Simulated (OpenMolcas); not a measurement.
Fe III: effect of the active space

| Quantity | Value |
| --- | --- |
| Program | OpenMolcas 26.06 |
| Method | MS-CASPT2 or its RAS form, IPEA 0.25 Eh, imaginary shift 0.1 Eh |
| Basis | ANO-RCC-VTZP |
| Scalar Hamiltonian | DKH2, point nucleus |
| Spin-orbit coupling | RASSI with atomic mean-field integrals over the reference wave functions, term energies averaged over their components |

A. 6 electrons in 5 orbitals (3d); 2S+1 = 5 even, 5 roots; 2S+1 = 3 even, 45 roots; 2S+1 = 1 even, 50 roots; closed shells correlated: 3s 3p; CASPT2 step about 20 core-seconds
B. 6 electrons in 6 orbitals (3d 4s); 2S+1 = 7 even, 1 root; 2S+1 = 5 even, 30 roots; 2S+1 = 3 even, 121 roots (98 in the spin-orbit step); 2S+1 = 1 even, 89 roots kept (CI in the orbitals of an earlier block, 69 in the spin-orbit step); closed shells correlated: 3s 3p; CASPT2 step roughly 40 core-seconds
C. 12 electrons in 8 orbitals (RAS1 3p, at most 2 holes; RAS2 3d); 2S+1 = 5 even, 5 roots; 2S+1 = 3 even, 45 roots; 2S+1 = 1 even, 44 roots; closed shells correlated: 3s; CASPT2 step roughly 70 core-seconds
D. 6 electrons in 9 orbitals (RAS2 3d 4s; RAS3 4p, at most 2 electrons); 2S+1 = 5 even, 30 roots; 2S+1 = 7 even, 1 root kept (CI in the orbitals of an earlier block); 2S+1 = 3 even, 87 roots kept (CI in the orbitals of an earlier block); 2S+1 = 1 even, 89 roots kept (CI in the orbitals of an earlier block); 2S+1 = 5 odd, 54 roots (3 in the spin-orbit step); 2S+1 = 7 odd, 3 roots kept (CI in the orbitals of an earlier block); 2S+1 = 3 odd, 40 roots kept (CI in the orbitals of an earlier block, 0 in the spin-orbit step); 2S+1 = 1 odd, 11 roots kept (CI in the orbitals of an earlier block, 0 in the spin-orbit step); closed shells correlated: 3s 3p; CASPT2 step about 4 core-minutes

Energies in cm-1 above 3d6 5D4, the measured ground level; measured values from Corliss and Sugar, J. Phys. Chem. Ref. Data 11, 135 (1982).

```json
{"Level": "3d6 5D4", "A": "0.0", "B": "0.0", "C": "0.0", "D": "0.0", "Measured": "0.0"}
{"Level": "3d6 5D3", "A": "438", "B": "479", "C": "441", "D": "481", "Measured": "436"}
{"Level": "3d6 5D2", "A": "745", "B": "814", "C": "750", "D": "817", "Measured": "739"}
{"Level": "3d6 5D1", "A": "943", "B": "1028", "C": "949", "D": "1031", "Measured": "932"}
{"Level": "3d6 5D0", "A": "1040", "B": "1134", "C": "1046", "D": "1137", "Measured": "1027"}
{"Level": "3d6 3P2(1)", "A": "19420", "B": "19090", "C": "19770", "D": "18880", "Measured": "19405"}
{"Level": "3d6 3H6", "A": "20310", "B": "20100", "C": "20070", "D": "19990", "Measured": "20051"}
{"Level": "3d6 3H5", "A": "20530", "B": "20330", "C": "20300", "D": "20230", "Measured": "20301"}
{"Level": "3d6 3H4", "A": "20690", "B": "20490", "C": "20460", "D": "20380", "Measured": "20482"}
{"Level": "3d6 3P1(1)", "A": "20690", "B": "20460", "C": "21060", "D": "20300", "Measured": "20688"}
{"Level": "3d6 3P0(1)", "A": "21230", "B": "21030", "C": "21610", "D": "20890", "Measured": "21208"}
{"Level": "3d6 3F4(1)", "A": "21670", "B": "21370", "C": "21760", "D": "21180", "Measured": "21462"}
{"Level": "3d6 3F3(1)", "A": "21890", "B": "21600", "C": "21990", "D": "21430", "Measured": "21700"}
{"Level": "3d6 3F2(1)", "A": "22050", "B": "21770", "C": "22150", "D": "21600", "Measured": "21857"}
{"Level": "3d6 3G5", "A": "24880", "B": "24510", "C": "24840", "D": "24290", "Measured": "24559"}
{"Level": "3d6 3G4", "A": "25250", "B": "24920", "C": "25220", "D": "24720", "Measured": "24941"}
{"Level": "3d6 3G3", "A": "25440", "B": "25110", "C": "25400", "D": "24910", "Measured": "25142"}
{"Level": "3d6 1I6", "A": "30850", "B": "30740", "C": "30540", "D": "30290", "Measured": "30356"}
{"Level": "3d6 3D1", "A": "31130", "B": "30600", "C": "31380", "D": "30210", "Measured": "30726"}
{"Level": "3d6 3D2", "A": "31150", "B": "30610", "C": "31400", "D": "30210", "Measured": "30716"}
{"Level": "3d6 3D3", "A": "31280", "B": "30750", "C": "31530", "D": "30370", "Measured": "30858"}
{"Level": "3d6 1G4(1)", "A": "31630", "B": "31270", "C": "31490", "D": "30120", "Measured": "30886"}
{"Level": "3d6 1F3", "A": "43540", "B": "42980", "C": "43880", "D": "42310", "Measured": "42897"}
{"Level": "3d6 3P0(2)", "A": "50740", "B": "49600", "C": "50980", "D": "48560", "Measured": "49148"}
```

Deviations, from unrounded energies. A percentage is the sum of absolute deviations over the sum of measured energies, with the sign that they share, or ± where signs differ.

| Against measurement | Levels | A | B | C | D |
| --- | --- | --- | --- | --- | --- |
| mean absolute deviation (cm-1) | 23 | 300 | 140 | 370 | 300 |
| fine structure of the ground term (%) | 4 | +1.0 | +10.2 | +1.6 | +10.6 |
| other terms of the ground configuration (%) | 19 | ±1.4 | ±0.6 | ±1.7 | -1.3 |

B lies closest to measurement on these levels and C furthest from it. The largest miss of B in the table is 3d6 3P0(2), by +450 cm-1. The ranking rests on the paired levels alone, and a cruder setting can come out closer through cancelling errors.

The spin-orbit steps hold different terms of 3d6 (B lacks a 1D, a 1S; C lacks a 1D, a 1S; D lacks a 1D, a 1S), which shifts levels as well.

The two smallest mean deviations differ by little beside CASPT2's spread within terms, so their order carries little weight.

Among A to D the level of the table that moves most is 3d6 3P0(2), by 2400 cm-1 (lowest in D, highest in C). Moves below CASPT2's spread within the term are not significant.

CASPT2 does not keep the components of a term degenerate, so their means are used; among the terms shown or strongly mixed into the levels shown the widest spread is 1900 cm-1 (3d6 1I, B). Over all roots computed the reference weight is 0.87 to 0.95 in D; the roots of lowest weight are the least certain, and an intruder state may touch them. The CASPT2 spread within a term exceeds the gap to the next term for 3d6 1I and 3d6 3D, 3d6 3D and 3d6 1G(1), so the order of their levels is uncertain (figures for A; the like holds for B, C, D). Blocks of more than 70 roots (2S+1 = 3 even) ran without multistate coupling (holds for B). Some high roots are left out of the spin-orbit mixing, which shifts the levels that they would mix with (holds for B; D). Terms from blocks run as CI alone lack orbitals of their own (holds for B; D). Active for correlation alone: 3p; no level in the range computed is led by a configuration that opens it, so any true level of that kind is missing (holds for C). Blocks of more than 70 roots (2S+1 = 3 even, 1 even) ran without multistate coupling (holds for D). Measured partners are found by configuration, term and J. A level has none where our copy of the source lacks it or the pairing is in doubt (some pairs that miss far off the trend of their configuration count as doubtful), and it then counts in no deviation. Levels of configurations outside the active space are missing. The table leaves out levels that lie high or whose names do not pair safely across all columns.

A number in round brackets counts repeated terms of one configuration in the order of the reference energies.
